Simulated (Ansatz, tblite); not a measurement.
Cost and result up the ladder for SnMe2(pyrrolidide)2 (C₁₀H₂₂N₂Sn) (35 atoms). Total charge 0; singlet. Geometry: r2SCAN-D4/def2-SVP.

Cartesian coordinates in Å:
```
Sn -0.940 -0.424 -0.764
C -1.448 -2.498 -0.982
H -2.538 -2.638 -0.981
H -1.014 -3.066 -0.146
H -1.040 -2.881 -1.929
C -2.123 0.983 -1.896
H -1.871 0.898 -2.963
H -1.915 2.009 -1.557
H -3.195 0.775 -1.762
N 0.986 -0.172 -1.403
C 2.079 -0.966 -0.868
C 3.263 -0.627 -1.800
C 2.905 0.764 -2.384
C 1.566 1.125 -1.707
H 1.829 -2.041 -0.861
H 2.339 -0.685 0.180
H 3.342 -1.374 -2.605
H 4.221 -0.627 -1.257
H 3.681 1.522 -2.188
H 2.772 0.702 -3.475
H 1.772 1.733 -0.793
H 0.903 1.724 -2.354
N -0.961 -0.063 1.268
C -0.442 1.185 1.803
C -0.528 0.988 3.333
C -1.628 -0.088 3.519
C -2.121 -0.373 2.086
H -1.057 2.073 1.514
H 0.587 1.373 1.450
H -0.764 1.931 3.851
H 0.435 0.629 3.728
H -1.201 -1.003 3.957
H -2.446 0.246 4.178
H -2.449 -1.417 1.943
H -3.000 0.282 1.865
```

Ansatz on 2 threads of AMD EPYC 7R13 on a shared host and a share (18 GiB) of an NVIDIA H100 80GB HBM3; xTB runs through tblite on one thread. Times are rough, summed over both states, and most runs start from the orbitals of an earlier one. PBE0-D4/def2-TZVP serves as the yardstick here, not as an exact answer. The other state is a triplet.

In the def2 sets Sn takes a core potential; there is no spin–orbit coupling. The xTB rows come from tblite. Single mean-field runs in def2-TZVP are fitted with def2-universal-jkfit.

xTB has no spin-polarisation term.

```
                            level  functions  vertical triplet (eV)  difference from PBE0-D4/def2-TZVP (eV)
                PBE0-D4/def2-TZVP        554                   4.59                                    0.00
                 PBE-D4/def2-TZVP        554                   4.05                                   -0.54
r2SCAN-D4/def2-TZVP (with forces)        554                   4.35                                   -0.24
                         GFN1-xTB        101                   3.93                                   -0.66
                         GFN2-xTB         79                   3.59                                   -0.99
```

(1) Estimate how long each takes.

Results:

(1) GFN2-xTB 0.077 s; GFN1-xTB 0.11 s; PBE0-D4/def2-TZVP 11 s; PBE-D4/def2-TZVP 12 s; r2SCAN-D4/def2-TZVP (with forces) 15 s. On shared hardware such times vary by a factor of up to 3.
